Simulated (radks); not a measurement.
Results of a calculation; reference values are marked as such.
The iodine ion I+ inside a hard spherical wall (all orbitals vanish at R), configuration held at [Kr] 4d10 5s2 5p4 and not refilled when levels cross. Level of theory: scalar-relativistic Kohn-Sham, PBE, spin-polarised, spherical densities, finite nucleus; open shells are filled with parallel spins first (spin-orbit coupling, left out, can overturn this in heavy ions); Fermi nuclear charge, rms radius 4.75 fm (a radial shooting solver on a logarithmic mesh with Libxc functionals). Eigenvalues in eV for spin up, with the zero of energy where the potential of the charges vanishes at infinity; a dash marks a level that is unbound or too diffuse for the functional's potential to be trusted. A positive occupied level is held by the wall or, in an anion where self-interaction has pushed it up, behind a barrier. The pressure on the wall is -dE/dV.

R (bohr)  E (hartree)  kinetic (hartree)    e(4p)    e(4d)    e(5s)    e(5p)  e(6s, empty)  e(5d, empty)  pressure (GPa)
free      -7115.78143           7468.655  -137.12  -59.846  -26.851  -15.972             -        -4.336               0
10        -7115.78142           7468.655  -137.12  -59.846  -26.850  -15.972        -5.282        -4.290        0.000203
8         -7115.78122           7468.658  -137.11  -59.833  -26.840  -15.961        -4.796        -4.088          0.0144
6         -7115.77303           7468.737  -136.82  -59.548  -26.621  -15.727        -1.994        -2.955           0.983
3         -7113.95465           7477.281  -123.08  -46.363  -13.552    0.948        63.655        25.569             900
2         -7101.05018           7524.685  -88.385  -12.145   48.018   74.510        264.30        120.29           20500
1.5       -7060.98413           7655.145  -27.030   54.875   207.27   248.70        647.18        310.10          166000
